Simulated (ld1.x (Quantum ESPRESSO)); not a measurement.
Values are calculated unless marked as measured or tabulated.
# Potentials for Cl compared

Generated with ld1.x 7.5 (TM, RRKJ, ultrasoft, PAW), atompaw 4.2 or ONCVPSP 4.0.1. The cutoff is in Ry: for ld1.x and atompaw files where the sum of valence levels is converged to 10 mRy in a Bessel basis, for ONCV files where the hardest occupied wave has 1 mHa per electron of residual kinetic energy. The error is the largest all-electron minus pseudo excitation energy over each file’s own four to seven test configurations (ionisations up to +4, promotions, holes and added fractions of an electron), all of which were solved. The labels leave out finer settings (local radius, basis sizes, second energies), which also bear on the numbers. Spin-polarised tests are not counted. The rows are a selection from randomly drawn settings: files with unsolved tests, undetermined cutoffs or missed reference levels are left out.

```csv
potential,cutoff (Ry),largest error (meV),bound ghosts
"TM, PBEsol, scalar-relativistic, rc 0.95/0.95 (sp), local s, core correction no, reference 3s2 3p5",160,+276,none
"ultrasoft, LDA (PZ), non-relativistic, rc 1.35/1.55/1.45 (spd), local smoothed, core correction yes, reference 3s2 3p5",25,+148,none
"ultrasoft, PBE, scalar-relativistic, rc 1.30/1.40 (sp), local smoothed, core correction yes, reference 3s2 3p4",25,+23,none
"ultrasoft, PBE, non-relativistic, rc 1.30/1.35/1.50 (spd), local smoothed, core correction no, reference 3s2 3p5",25,+36,none
"RRKJ, PBE, non-relativistic, rc 1.05/1.25/1.00 (spd), local s, core correction yes, reference 3s2 3p5",70,+262,none
```

Q: Fill in the row for Cl: PAW, PBE, scalar-relativistic, rc 1.28/1.10 (sp), local smoothed, core correction yes, reference 3s2 3p3.

A: cutoff 35 Ry, largest error -42 meV, bound ghosts: none.

Q: Fill in the row for Cl: RRKJ, LDA (PZ), scalar-relativistic, rc 1.25/1.10 (sp), local s, core correction yes, reference 3s2 3p4.

A: cutoff 80 Ry, largest error +142 meV, bound ghosts: none.
